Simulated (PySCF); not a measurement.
Input of a run (PBE0-D3(BJ)/def2-SVP geometry optimisation, gas phase (PySCF 2.14.0)), started from GFN2-xTB:
```
{"job": {"xc": "PBE0", "basis": "def2-SVP", "d3": "d3bj", "grid": 1, "shake": 0.01, "kind": "geom"}, "charge": 0, "multiplicity": 1}
C     -3.325280     0.674440     1.101810
C     -2.309120     0.103220     0.541220
C     -2.353430    -1.209700    -0.199330
C     -0.934190    -1.292090    -0.873800
C     -0.035270    -0.559920     0.081350
C      1.292030    -0.155230    -0.549130
C      2.249300     0.540280     0.427480
C      3.600050     0.859280    -0.222310
C     -0.893900     0.636710     0.567580
H     -4.336460     0.272150     1.055240
H     -3.264020     1.631430     1.634300
H     -2.443570    -2.019620     0.537970
H     -3.191030    -1.257360    -0.904850
H     -0.669390    -2.318430    -1.046200
H     -0.997440    -0.777980    -1.826130
H      0.166170    -1.183780     0.962690
H      1.785730    -1.051570    -0.926270
H      1.098020     0.500390    -1.395860
H      2.393820    -0.102580     1.303060
H      1.757540     1.478270     0.776420
H      3.435870     1.502170    -1.090740
H      4.078230    -0.081660    -0.557500
H      4.249020     1.366750     0.467760
H     -0.609120     1.019510     1.519770
H     -0.791150     1.437380    -0.169630
```

Output (energies in Eh, forces in Eh/bohr):
```
step   0  E = -351.91258066  max force = 0.045372
step   1  E = -351.92056292  max force = 0.006352
step   2  E = -351.92081735  max force = 0.001193
step   3  E = -351.92087665  max force = 0.000648
step   4  E = -351.92093125  max force = 0.001470
step   5  E = -351.92096173  max force = 0.001304
step   6  E = -351.92096988  max force = 0.000480
step   7  E = -351.92097120  max force = 0.000316
optimisation converged
```

Summarise the run.

The energy falls by 5.3 kcal/mol over 8 energy and gradient evaluations, the largest force component goes from 0.0454 to 3.2e-04 Eh/bohr, and the atoms move by 0.044 Å rms after alignment. The bond that changes most is C3–C4 (allylic carbon to ring CH2 carbon), which shortens by 0.046 Å. Bonds longer at the end by more than 0.005 Å: 14 of 25; shorter: 6. Among the angles that change most is H10–C1–H11, from 113.3° to 117.2°. The energy never rose by more than 1e-6 Eh on the way. The first step brought 95 % of the lowering.

What are the final bond lengths?

C1=C2 1.334 Å, C2–C3 1.515 Å, C3–C4 1.528 Å, C4–C5 1.532 Å, C5–C6 1.520 Å, C6–C7 1.523 Å, C7–C8 1.520 Å, C5–C9 1.535 Å, C2–C9 1.513 Å, C1–H10 1.094 Å, C1–H11 1.094 Å, C3–H12 1.105 Å, C3–H13 1.100 Å, C4–H14 1.101 Å, C4–H15 1.105 Å, C5–H16 1.107 Å, C6–H17 1.105 Å, C6–H18 1.107 Å, C7–H19 1.105 Å, C7–H20 1.104 Å, C8–H21 1.102 Å, C8–H22 1.102 Å, C8–H23 1.101 Å, C9–H24 1.101 Å, C9–H25 1.107 Å. Numbering counts from 1 in the input's order; the species is `C=C1CC[C@@H](CCC)C1`.

The run used 206 basis functions and 52 SCF cycles in all. Hardware: one thread, Intel Xeon Platinum 8259CL at 2.50 GHz (x86_64), on a shared host. Cost: 3.6 min, 0.90 GiB resident at most.

Not checked by PBE0-D3(BJ)/def2-SVP frequencies. The numbers are those of one conformer.
